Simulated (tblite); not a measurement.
Record of a relaxation.

Compound: C6H12GeS.
Numbering: `[CH3:1][CH2:2][C@H:3]1[CH2:4][GeH2:5][CH:6]=[CH:7][S:8]1` (hydrogens: H9, H10, H11 on C1; H12, H13 on C2; H14 on C3; H15, H16 on C4; H17, H18 on Ge5; H19 on C6; H20 on C7)

Computed with GFN2-xTB (tblite), gas phase: L-BFGS steps from a force-field or distance-geometry start until the largest atomic force falls under 0.01 eV/Å. 10 of its 212 geometries are shown.

Step 0: E = -654.9626 eV, largest atomic force 2.286 eV/Å
```
atom  x, y, z in Å  |  force x, y, z in eV/Å
C1     -2.601    1.026    0.498   -1.705   1.490  -0.313
C2     -1.692    0.295   -0.414    0.854  -0.971   0.121
C3     -0.585   -0.482    0.348   -0.849  -1.094  -1.496
C4      0.206   -1.130   -0.768    0.347   0.376  -0.537
Ge5     2.086   -1.337   -0.320    0.785  -0.734   0.048
C6      2.669    0.474    0.036    0.423  -0.215  -0.103
C7      1.866    1.199    0.808    0.305   0.411  -0.578
S8      0.363    0.546    1.465    0.131   0.883   1.448
H9     -2.033    1.725    1.142   -0.461  -0.604  -0.138
H10    -3.283    0.365    1.063    0.627   0.354  -0.053
H11    -3.263    1.659   -0.167    0.440  -0.432   0.835
H12    -1.155    0.985   -1.069   -0.252   0.208  -0.017
H13    -2.223   -0.444   -1.058    0.190   0.496   0.432
H14    -1.037   -1.327    0.914    0.267   0.903   0.336
H15     0.163   -0.397   -1.610    0.121  -0.957   0.079
H16    -0.254   -2.085   -1.014   -0.078   0.182  -0.417
H17     2.852   -1.953   -1.511   -0.194   0.117   0.504
H18     2.163   -2.217    0.947    0.143   0.255  -0.479
H19     3.608    0.870   -0.363   -0.452   0.007   0.205
H20     2.142    2.238    1.068   -0.643  -0.674   0.121
```

Step 23: E = -655.4967 eV, largest atomic force 0.134 eV/Å
```
atom  x, y, z in Å  |  force x, y, z in eV/Å
C1     -2.645    1.061    0.534   -0.003  -0.006  -0.030
C2     -1.691    0.381   -0.439    0.114  -0.062   0.034
C3     -0.601   -0.456    0.238    0.083  -0.049  -0.031
C4      0.257   -1.168   -0.802   -0.032  -0.013   0.012
Ge5     2.154   -1.422   -0.268   -0.087   0.040  -0.042
C6      2.669    0.411    0.069   -0.027   0.052   0.017
C7      1.810    1.176    0.738   -0.018   0.044   0.006
S8      0.325    0.590    1.475    0.025  -0.028  -0.044
H9     -2.096    1.713    1.210   -0.054  -0.020  -0.019
H10    -3.187    0.325    1.125    0.035   0.010  -0.008
H11    -3.366    1.658   -0.022    0.008  -0.011   0.059
H12    -1.210    1.137   -1.066   -0.020   0.003   0.014
H13    -2.257   -0.293   -1.092    0.041   0.066  -0.003
H14    -1.066   -1.191    0.905    0.032   0.062  -0.046
H15     0.289   -0.565   -1.718    0.001  -0.035   0.086
H16    -0.222   -2.113   -1.062   -0.004   0.023  -0.016
H17     2.956   -2.012   -1.387    0.009  -0.033  -0.052
H18     2.321   -2.300    0.930   -0.051  -0.013   0.070
H19     3.561    0.863   -0.344   -0.029  -0.022   0.019
H20     1.994    2.216    0.975   -0.024  -0.007  -0.027
```

Step 47: E = -655.5223 eV, largest atomic force 0.041 eV/Å
```
atom  x, y, z in Å  |  force x, y, z in eV/Å
C1     -2.628    1.016    0.558   -0.015  -0.002   0.018
C2     -1.619    0.456   -0.435    0.010  -0.007   0.004
C3     -0.581   -0.454    0.218    0.011  -0.001  -0.012
C4      0.261   -1.177   -0.822   -0.004  -0.007   0.003
Ge5     2.132   -1.438   -0.222    0.001   0.028   0.001
C6      2.639    0.420    0.027   -0.015  -0.003  -0.024
C7      1.777    1.186    0.690   -0.006  -0.013  -0.012
S8      0.369    0.508    1.500    0.016  -0.008  -0.021
H9     -2.139    1.680    1.266    0.004   0.006   0.005
H10    -3.095    0.210    1.119   -0.025  -0.033   0.002
H11    -3.407    1.569    0.039    0.022   0.027  -0.011
H12    -1.109    1.278   -0.944    0.025   0.004   0.013
H13    -2.144   -0.128   -1.197   -0.010  -0.018   0.014
H14    -1.083   -1.183    0.861   -0.011   0.018  -0.029
H15     0.302   -0.574   -1.734    0.031  -0.008   0.018
H16    -0.224   -2.117   -1.086   -0.026   0.009  -0.002
H17     2.965   -2.116   -1.274   -0.008   0.023   0.020
H18     2.187   -2.253    1.035    0.019   0.036   0.003
H19     3.489    0.877   -0.462   -0.012  -0.022   0.010
H20     1.904    2.247    0.857   -0.005  -0.031  -0.001
```

Step 70: E = -655.5291 eV, largest atomic force 0.035 eV/Å
```
atom  x, y, z in Å  |  force x, y, z in eV/Å
C1     -2.620    1.007    0.565   -0.004   0.005   0.013
C2     -1.597    0.472   -0.428   -0.010  -0.001   0.011
C3     -0.583   -0.467    0.218    0.019   0.018   0.016
C4      0.262   -1.189   -0.818    0.010  -0.011   0.005
Ge5     2.129   -1.441   -0.200   -0.005  -0.030  -0.002
C6      2.610    0.429   -0.016    0.015   0.001  -0.003
C7      1.749    1.183    0.659    0.008  -0.006   0.009
S8      0.385    0.463    1.508   -0.026  -0.015   0.016
H9     -2.125    1.577    1.347   -0.005   0.009   0.015
H10    -3.161    0.187    1.032   -0.008  -0.007  -0.005
H11    -3.337    1.652    0.064    0.012   0.007  -0.011
H12    -1.063    1.306   -0.894   -0.010  -0.013  -0.006
H13    -2.113   -0.081   -1.218    0.003   0.010  -0.014
H14    -1.103   -1.193    0.850    0.003   0.007  -0.014
H15     0.330   -0.573   -1.720   -0.007  -0.016  -0.004
H16    -0.230   -2.119   -1.104   -0.008  -0.010   0.008
H17     2.960   -2.159   -1.227    0.011   0.031   0.003
H18     2.216   -2.185    1.096   -0.019  -0.003  -0.009
H19     3.437    0.893   -0.533    0.025   0.017  -0.018
H20     1.852    2.248    0.816   -0.006   0.009  -0.010
```

Step 94: E = -655.5317 eV, largest atomic force 0.027 eV/Å
```
atom  x, y, z in Å  |  force x, y, z in eV/Å
C1     -2.613    1.012    0.563   -0.003  -0.004  -0.004
C2     -1.581    0.479   -0.422   -0.005   0.013   0.001
C3     -0.583   -0.476    0.225   -0.003   0.001  -0.006
C4      0.255   -1.213   -0.808    0.014  -0.006  -0.001
Ge5     2.133   -1.434   -0.205   -0.014  -0.006   0.005
C6      2.599    0.441   -0.025   -0.005   0.006  -0.002
C7      1.735    1.187    0.655   -0.007  -0.002   0.008
S8      0.390    0.444    1.517    0.017  -0.007   0.020
H9     -2.124    1.520    1.391    0.003  -0.003  -0.021
H10    -3.211    0.198    0.968    0.003  -0.005  -0.004
H11    -3.278    1.716    0.068   -0.004   0.003   0.001
H12    -1.034    1.313   -0.870   -0.003  -0.008  -0.003
H13    -2.092   -0.057   -1.229    0.003   0.013   0.015
H14    -1.114   -1.194    0.855   -0.008   0.004   0.000
H15     0.301   -0.620   -1.726    0.004  -0.007  -0.004
H16    -0.230   -2.155   -1.063    0.005   0.000   0.008
H17     2.988   -2.125   -1.229   -0.008  -0.003  -0.017
H18     2.220   -2.188    1.086    0.007   0.002   0.006
H19     3.415    0.909   -0.556    0.000   0.012   0.002
H20     1.819    2.254    0.803    0.004  -0.006  -0.004
```

Step 117: E = -655.5365 eV, largest atomic force 0.045 eV/Å
```
atom  x, y, z in Å  |  force x, y, z in eV/Å
C1     -2.566    1.065    0.508   -0.003   0.014  -0.002
C2     -1.491    0.517   -0.420    0.020  -0.005   0.013
C3     -0.601   -0.516    0.266   -0.006  -0.019   0.000
C4      0.218   -1.333   -0.728   -0.029  -0.010  -0.015
Ge5     2.146   -1.397   -0.266    0.010   0.027  -0.021
C6      2.508    0.499   -0.055    0.019   0.004   0.003
C7      1.660    1.169    0.717    0.008  -0.017  -0.002
S8      0.396    0.311    1.598   -0.009   0.003  -0.021
H9     -2.122    1.496    1.403    0.024   0.011  -0.021
H10    -3.242    0.268    0.814    0.008   0.012  -0.004
H11    -3.143    1.832   -0.001   -0.019   0.021   0.017
H12    -0.863    1.330   -0.796   -0.015   0.020   0.003
H13    -1.975    0.048   -1.283    0.030  -0.026   0.022
H14    -1.221   -1.173    0.879    0.009  -0.032  -0.019
H15     0.162   -0.865   -1.715   -0.003  -0.015   0.025
H16    -0.210   -2.331   -0.827   -0.007   0.003  -0.010
H17     2.947   -1.998   -1.390   -0.001   0.011   0.021
H18     2.416   -2.168    0.987   -0.008  -0.010   0.017
H19     3.272    1.025   -0.611   -0.025   0.029   0.012
H20     1.705    2.232    0.917   -0.004  -0.021  -0.018
```

Step 141: E = -655.6034 eV, largest atomic force 0.190 eV/Å
```
atom  x, y, z in Å  |  force x, y, z in eV/Å
C1     -2.202    1.345    0.326    0.041  -0.122  -0.054
C2     -1.276    0.435   -0.480    0.024  -0.022  -0.010
C3     -0.701   -0.722    0.332    0.042  -0.036   0.032
C4      0.127   -1.691   -0.507   -0.024  -0.073  -0.076
Ge5     2.050   -1.153   -0.590   -0.064   0.036   0.001
C6      2.139    0.695    0.021   -0.031   0.022   0.005
C7      1.355    1.047    1.035    0.018  -0.039  -0.014
S8      0.240   -0.089    1.790   -0.005   0.016   0.021
H9     -1.677    1.801    1.163    0.034  -0.006  -0.043
H10    -3.036    0.771    0.731    0.031   0.068  -0.073
H11    -2.589    2.136   -0.316   -0.007  -0.071   0.087
H12    -0.447    1.022   -0.895   -0.110  -0.061  -0.026
H13    -1.843    0.000   -1.311    0.075   0.092   0.022
H14    -1.519   -1.252    0.826   -0.048  -0.032  -0.002
H15    -0.311   -1.761   -1.507    0.079   0.060   0.037
H16     0.081   -2.703   -0.089   -0.024   0.174   0.073
H17     2.655   -1.355   -1.958   -0.044   0.074   0.069
H18     2.840   -1.988    0.375   -0.018  -0.034  -0.011
H19     2.782    1.439   -0.428   -0.039  -0.029  -0.039
H20     1.329    2.033    1.480    0.069  -0.018   0.002
```

Step 164: E = -655.6506 eV, largest atomic force 0.132 eV/Å
```
atom  x, y, z in Å  |  force x, y, z in eV/Å
C1     -1.976    1.432    0.165   -0.047   0.005  -0.008
C2     -1.228    0.314   -0.548   -0.042   0.047  -0.039
C3     -0.745   -0.785    0.390   -0.108  -0.053  -0.017
C4      0.124   -1.789   -0.347   -0.001   0.001  -0.007
Ge5     1.908   -0.996   -0.740   -0.080  -0.006  -0.006
C6      2.002    0.711    0.185   -0.040   0.005   0.013
C7      1.271    0.953    1.269    0.014   0.038   0.039
S8      0.052   -0.130    1.910    0.087   0.019   0.005
H9     -1.300    2.035    0.766   -0.010  -0.023   0.006
H10    -2.739    1.013    0.817   -0.009  -0.008   0.057
H11    -2.468    2.082   -0.552    0.029   0.038  -0.066
H12    -0.375    0.723   -1.101   -0.035   0.018   0.037
H13    -1.898   -0.160   -1.274    0.068   0.040   0.014
H14    -1.617   -1.275    0.831   -0.071  -0.109  -0.024
H15    -0.390   -2.068   -1.271    0.049  -0.035   0.028
H16     0.230   -2.700    0.247    0.055   0.068   0.020
H17     2.134   -0.794   -2.213    0.016  -0.013  -0.007
H18     2.990   -1.902   -0.230    0.032  -0.012  -0.029
H19     2.666    1.489   -0.167    0.055  -0.029   0.025
H20     1.354    1.856    1.861    0.039   0.010  -0.040
```

Step 188: E = -655.7331 eV, largest atomic force 0.125 eV/Å
```
atom  x, y, z in Å  |  force x, y, z in eV/Å
C1     -2.206    1.356    0.030    0.010  -0.018   0.053
C2     -1.211    0.363   -0.564   -0.001  -0.034   0.044
C3     -0.741   -0.677    0.450   -0.054  -0.030  -0.012
C4      0.172   -1.740   -0.144   -0.059  -0.008  -0.027
Ge5     1.785   -0.912   -0.928   -0.049   0.026   0.006
C6      2.227    0.546    0.271    0.016   0.040  -0.034
C7      1.501    0.864    1.343    0.088  -0.073  -0.051
S8      0.018    0.139    1.909    0.005   0.021   0.014
H9     -1.707    2.000    0.749    0.019   0.047   0.017
H10    -3.010    0.843    0.559    0.032  -0.059  -0.105
H11    -2.650    1.984   -0.740    0.077  -0.065  -0.020
H12    -0.339    0.903   -0.951   -0.047   0.029   0.023
H13    -1.664   -0.171   -1.405   -0.034  -0.008   0.023
H14    -1.614   -1.165    0.898   -0.047   0.048   0.025
H15    -0.388   -2.308   -0.891    0.005   0.019   0.032
H16     0.454   -2.445    0.643    0.023   0.052  -0.038
H17     1.510   -0.432   -2.329    0.033   0.028  -0.022
H18     2.916   -1.890   -1.030    0.038  -0.030   0.012
H19     3.130    1.118    0.089   -0.066  -0.011   0.050
H20     1.811    1.633    2.037    0.010   0.027   0.011
```

Step 211: E = -655.7543 eV, largest atomic force 0.008 eV/Å
```
atom  x, y, z in Å  |  force x, y, z in eV/Å
C1     -2.305    1.290   -0.004   -0.003  -0.001   0.001
C2     -1.185    0.401   -0.526   -0.002   0.000   0.000
C3     -0.722   -0.624    0.502   -0.001  -0.002  -0.003
C4      0.162   -1.704   -0.100    0.001  -0.005   0.003
Ge5     1.742   -0.902   -0.976    0.001   0.002   0.000
C6      2.285    0.513    0.232   -0.003   0.001   0.002
C7      1.605    0.842    1.329    0.000  -0.008   0.002
S8      0.088    0.216    1.921   -0.001   0.001   0.004
H9     -1.984    1.820    0.890   -0.001   0.002  -0.001
H10    -3.181    0.693    0.247    0.002   0.002  -0.002
H11    -2.590    2.021   -0.756    0.003  -0.001   0.004
H12    -0.334    1.022   -0.821    0.001   0.002   0.001
H13    -1.526   -0.140   -1.414   -0.001  -0.002  -0.002
H14    -1.596   -1.079    0.983    0.000  -0.004  -0.006
H15    -0.432   -2.303   -0.793   -0.004   0.004   0.001
H16     0.498   -2.377    0.693    0.002   0.002   0.000
H17     1.435   -0.383   -2.356   -0.003   0.001  -0.004
H18     2.844   -1.911   -1.137    0.003  -0.004   0.004
H19     3.215    1.036    0.055    0.005   0.002  -0.005
H20     1.975    1.581    2.029    0.003   0.007   0.001
```

**Question.** Summarise the path.

**Answer.** The energy falls by 0.7917 eV from step 0 to step 211; nine tenths of that is first reached at step 170. It rises by more than 0.2 meV at step 128. The largest force goes from 2.286 to 0.008 eV/Å. Among the bonds C3–S8 changes most, from 1.790 to 1.838 Å; the atoms move by 1.148 Å rms after alignment.

**Question.** Follow the three bonds and two angles with the largest change from start to end.

**Answer.** 
| step | E above end (eV) | largest force (eV/Å) | C3–S8 (Å) | C1–H11 (Å) | Ge5–H18 (Å) | C2–C3–C4 (°) | S8–C7–H20 (°) |
| --- | --- | --- | --- | --- | --- | --- | --- |
| 0 | 0.7917 | 2.286 | 1.790 | 1.132 | 1.544 | 103.0 | 118.2 |
| 9 | 0.3070 | 0.184 | 1.853 | 1.087 | 1.502 | 107.1 | 111.2 |
| 18 | 0.2680 | 0.090 | 1.861 | 1.088 | 1.502 | 110.0 | 112.0 |
| 28 | 0.2509 | 0.078 | 1.864 | 1.087 | 1.501 | 111.4 | 112.3 |
| 37 | 0.2413 | 0.062 | 1.863 | 1.087 | 1.498 | 111.4 | 113.0 |
| 46 | 0.2324 | 0.052 | 1.865 | 1.088 | 1.501 | 111.5 | 113.5 |
| 55 | 0.2290 | 0.038 | 1.862 | 1.087 | 1.497 | 111.8 | 113.6 |
| 64 | 0.2271 | 0.047 | 1.862 | 1.088 | 1.497 | 111.8 | 114.0 |
| 73 | 0.2247 | 0.031 | 1.859 | 1.088 | 1.497 | 112.0 | 113.9 |
| 83 | 0.2233 | 0.028 | 1.859 | 1.087 | 1.497 | 112.1 | 114.3 |
| 92 | 0.2227 | 0.025 | 1.860 | 1.087 | 1.497 | 112.1 | 114.2 |
| 101 | 0.2213 | 0.041 | 1.860 | 1.087 | 1.497 | 112.2 | 114.5 |
| 110 | 0.2192 | 0.018 | 1.859 | 1.087 | 1.497 | 112.5 | 114.4 |
| 119 | 0.2166 | 0.065 | 1.856 | 1.088 | 1.497 | 112.7 | 114.8 |
| 128 | 0.2110 | 0.195 | 1.849 | 1.089 | 1.500 | 112.2 | 114.9 |
| 138 | 0.1705 | 0.232 | 1.845 | 1.086 | 1.509 | 112.8 | 114.8 |
| 147 | 0.1356 | 0.097 | 1.850 | 1.088 | 1.504 | 113.0 | 113.6 |
| 156 | 0.1187 | 0.068 | 1.847 | 1.088 | 1.503 | 112.2 | 113.5 |
| 165 | 0.0989 | 0.197 | 1.833 | 1.085 | 1.504 | 110.8 | 111.6 |
| 174 | 0.0666 | 0.137 | 1.842 | 1.087 | 1.502 | 110.4 | 111.2 |
| 183 | 0.0380 | 0.182 | 1.838 | 1.087 | 1.505 | 113.4 | 109.6 |
| 193 | 0.0104 | 0.087 | 1.839 | 1.087 | 1.505 | 113.0 | 108.7 |
| 202 | 0.0006 | 0.044 | 1.837 | 1.088 | 1.503 | 112.9 | 108.9 |
| 211 | 0.0000 | 0.008 | 1.838 | 1.087 | 1.503 | 112.8 | 108.8 |

The cost below is that of the whole relaxation. On one thread, Arm Neoverse V1 (aarch64), no GPU, shared host, this took 2.0 s wall.
